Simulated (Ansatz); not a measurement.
Computed with Ansatz.

Basis-set series for GeH5ISSi, SMILES `S[SiH2][GeH2][I]`. Charge 0, multiplicity 1. I takes the def2 core potential. The structure was optimised at the PBE0-D4/def2-TZVP level. It is one conformer, not always the lowest.

Z-matrix (Å, degrees):
```
Si
Ge 1 2.381
S 1 2.130 2 108.6
H 1 1.486 2 108.2 3 -123.2
H 1 1.485 2 111.2 3 116.3
I 2 2.535 1 103.9 3 53.7
H 2 1.537 1 115.6 3 169.4
H 2 1.536 1 114.1 3 -61.4
H 3 1.348 1 93.5 2 -48.5
```

```
functional       basis  functions  energy (Eh)  HOMO (eV)  LUMO (eV)
   PBE0-D4    def2-SVP        119  -3064.48238      -7.31      -1.34
   PBE0-D4  def2-TZVPP        252  -3064.99697      -7.37      -1.42
   ωB97M-V    def2-SVP        119  -3064.79239      -9.34       0.55
   ωB97M-V  def2-TZVPP        252  -3065.30755      -9.42       0.37
```

Problem. Give the rows for def2-QZVPP. (Best estimate.)

Solution. The calculation gave: 
| functional | basis | functions | energy (Eh) | HOMO (eV) | LUMO (eV) |
| --- | --- | --- | --- | --- | --- |
| PBE0-D4 | def2-QZVPP | 461 | -3065.06490 | -7.38 | -1.48 |
| ωB97M-V | def2-QZVPP | 461 | -3065.37330 | -9.44 | 0.19 |

Positive LUMOs are unbound and depend on the basis. Scalar relativity is left out up to krypton.
